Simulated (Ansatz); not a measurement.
Computed with frozen-core CCSD(T)/cc-pVTZ // PBE0-D3(BJ)/def2-TZVP (Ansatz, a first-principles code).

Ansatz 0.2 input:
```yaml
crystal:
  periodic: [false, false, false]
  atoms:
    - { symbol: O, position_ang: [1.648589, 0.090929, -0.077215] }
    - { symbol: Ge, position_ang: [-0.017625, -0.051632, 0.526179] }
    - { symbol: O, position_ang: [-0.745567, -1.44296, -0.307455] }
    - { symbol: O, position_ang: [-0.889124, 1.392782, -0.034871] }
    - { symbol: H, position_ang: [2.128298, -0.741653, -0.036558] }
    - { symbol: H, position_ang: [-1.704582, -1.455463, -0.235973] }
    - { symbol: H, position_ang: [-0.419988, 2.207997, 0.165892] }
basis:
  gaussian: { orbitals: cc-pVTZ }
correlation:
  method: ccsd_t
magnetization:
  spin_polarized: true
  initial_magnetization: 1
```

Output:

```
Functional definition: HF
1072 factors; integrals over basis functions are off by at most 7.1e-4 eV
mean field evaluation 1: about -62631.5095 eV, gradient 4.0e1 eV
mean field evaluation 2: about -62631.5188 eV, gradient 4.0e1 eV
mean field evaluation 4: about -62637.4892 eV, gradient 2.8e0 eV
mean field evaluation 8: about -62637.6014 eV, gradient 2.0e-1 eV
mean field evaluation 16: about -62637.5736 eV, gradient 9.4e-1 eV
mean field -62637.60228774 eV, -2301.8894267826 hartree, gradient 3.6e-6 eV, S^2 0.759399; 0 other end points of the search recorded, 0 dependent functions left out
12 core orbitals not correlated
reference -62637.60228774 eV, -2301.8894267826 hartree; 18, 17 occupied and 145, 146 virtual orbitals, 1072 factors
second order -24.57897238 eV of doubles, -0.00000000 eV of singles
cycle   1  -23.96328012 eV  change    6.2e-1 eV  update   1.1e-1
cycle   2  -24.57248798 eV  change   -6.1e-1 eV  update   3.4e-2
cycle   3  -24.71571313 eV  change   -1.4e-1 eV  update   2.0e-2
cycle   4  -24.70157745 eV  change    1.4e-2 eV  update   6.6e-3
cycle   5  -24.69829554 eV  change    3.3e-3 eV  update   3.7e-3
cycle   6  -24.70036135 eV  change   -2.1e-3 eV  update   1.3e-3
cycle   7  -24.70028564 eV  change    7.6e-5 eV  update   5.8e-4
cycle   8  -24.70035419 eV  change   -6.9e-5 eV  update   2.0e-4
cycle   9  -24.70040384 eV  change   -5.0e-5 eV  update   8.9e-5
cycle  10  -24.70035226 eV  change    5.2e-5 eV  update   3.5e-5
cycle  11  -24.70036588 eV  change   -1.4e-5 eV  update   1.7e-5
perturbative correction -0.96278239 eV, -0.0353816004 hartree
Total energy: -62663.26543601 eV, -2302.8325300863 hartree
```

Cost: very roughly 12 core-minutes.
